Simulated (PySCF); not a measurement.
# `C=Cc1cscc1F`, C$_{6}$H$_{5}$FS

Molfile (atoms numbered from 1):
```
C6H5FS
     RDKit          3D

 13 13  0  0  0  0  0  0  0  0999 V2000
   -2.3905   -0.0582   -0.1230 C   0  0  0  0  0  0  0  0  0  0  0  0
   -1.2433    0.6090   -0.1045 C   0  0  0  0  0  0  0  0  0  0  0  0
    0.0761    0.0151    0.0004 C   0  0  0  0  0  0  0  0  0  0  0  0
    0.3940   -1.3117    0.0955 C   0  0  0  0  0  0  0  0  0  0  0  0
    2.0821   -1.5940    0.2031 S   0  0  0  0  0  0  0  0  0  0  0  0
    2.4189    0.0881    0.1220 C   0  0  0  0  0  0  0  0  0  0  0  0
    1.2695    0.7985    0.0186 C   0  0  0  0  0  0  0  0  0  0  0  0
    1.2450    2.1386   -0.0612 F   0  0  0  0  0  0  0  0  0  0  0  0
   -3.3329    0.4542   -0.2038 H   0  0  0  0  0  0  0  0  0  0  0  0
   -2.4328   -1.1318   -0.0583 H   0  0  0  0  0  0  0  0  0  0  0  0
   -1.2427    1.6893   -0.1705 H   0  0  0  0  0  0  0  0  0  0  0  0
   -0.2731   -2.1492    0.1090 H   0  0  0  0  0  0  0  0  0  0  0  0
    3.4253    0.4525    0.1549 H   0  0  0  0  0  0  0  0  0  0  0  0
  1  2  2  0
  2  3  1  0
  3  4  2  0
  4  5  1  0
  5  6  1  0
  6  7  2  0
  7  8  1  0
  7  3  1  0
  1  9  1  0
  1 10  1  0
  2 11  1  0
  4 12  1  0
  6 13  1  0
M  END
```

The calculation used GIAO HF/pcSseg-1 magnetisability, rotational g tensor and spin-rotation constants, non-relativistic, gas phase in PySCF. Geometry: GFN2-xTB.

(1) Give the nuclear spin-rotation constants along the inertial axes (H = +C I·J) beside the isotropic shieldings.

(2) How do the rotational constants and the g tensor change when H9, H10, H11, H12, H13 are replaced by deuterium?

Answers

(1) Rotational constants 2.6362, 1.5315, 0.9687 GHz. A star marks the isotopologue with that one atom substituted, in its own axes.
```csv
atom,isotope,Caa (kHz),Cbb (kHz),Ccc (kHz),mean (kHz),σ (ppm)
F8,19F,2.832,1.205,0.044,1.360,360.5
H9,1H,0.237,-0.162,-0.109,-0.011,26.4
H10,1H,-0.197,0.103,-0.110,-0.068,25.9
H11,1H,-0.140,0.086,-0.106,-0.053,25.2
H12,1H,-0.215,0.138,-0.109,-0.062,24.4
H13,1H,0.020,-0.021,-0.111,-0.037,25.3
C1,13C*,1.067,0.519,0.109,0.565,72.2
C2,13C*,1.147,0.570,0.103,0.607,60.9
C3,13C*,1.081,0.591,0.122,0.598,60.1
C4,13C*,1.007,0.652,0.112,0.590,58.7
S5,33S*,0.890,0.504,0.231,0.542,399.5
C6,13C*,0.841,0.606,0.120,0.522,77.2
C7,13C*,0.814,0.772,0.228,0.605,30.6
```
For the geometry as given, no vibrational averaging.

(2) Constants 2.4665, 1.3866, 0.8876 GHz; g -0.0384, -0.0216, 0.0083, against -0.0406, -0.0240, 0.0091 before.
